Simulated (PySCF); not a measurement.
AsGaH4, SMILES [GaH2][AsH2]. Geometry optimised at PBE0-D3(BJ)/def2-TZVP.

TDDFT-PBE0/def2-SVPD run with PySCF 2.14.0 puts the lowest singlet excitations at 4.19, 5.33, 5.71, 6.04, 6.09, 6.53 eV.

Question: What are the lowest excitation roots from ADC(2)/aug-cc-pVDZ in PySCF 2.14.0? (The exact figures need the calculation; the answer reports its results.)

Answer: 4.44, 5.80, 5.89, 6.15, 6.22, 6.75 eV. S1 differs by 0.25 eV (second minus first; roots are paired by order, and the bases may differ).
